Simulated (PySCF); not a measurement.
Ligand exchange on a metal centre used in film growth or etching (W F-NH2). All species are isolated molecules in the gas phase. One relaxed conformer stands for each flexible species; it need not be the lowest.

These are TPSSh-D3(BJ)/def2-TZVP // BP86-D3(BJ)/def2-SVP (PySCF) values and carry that method's errors. 

```json
[
 {"species": "0 of 6 F replaced by NH2", "LUMO (eV)": "?", "coordination number": "?", "charge on the central atom (Mulliken) (e)": "1.74", "HOMO–LUMO gap (eV)": "6.41"},
 {"species": "1 of 6 F replaced by NH2", "LUMO (eV)": "-4.67", "coordination number": "6", "charge on the central atom (Mulliken) (e)": "1.67", "HOMO–LUMO gap (eV)": "3.87"},
 {"species": "2 of 6 F replaced by NH2 ([W(F)4(NH2)2])", "LUMO (eV)": "-3.54", "coordination number": "6", "charge on the central atom (Mulliken) (e)": "?", "HOMO–LUMO gap (eV)": "4.28"},
 {"species": "6 of 6 F replaced by NH2 ([W(NH2)6])", "LUMO (eV)": "-1.61", "coordination number": "6", "charge on the central atom (Mulliken) (e)": "1.42", "HOMO–LUMO gap (eV)": "?"}
]
```

### Question
Some entries are withheld; supply them.

### Answer

- 0 of 6 F replaced by NH2, LUMO (eV): -5.22
- 0 of 6 F replaced by NH2, coordination number: 6
- 2 of 6 F replaced by NH2 ([W(F)4(NH2)2]), charge on the central atom (Mulliken) (e): 1.55
- 6 of 6 F replaced by NH2 ([W(NH2)6]), HOMO–LUMO gap (eV): 3.86
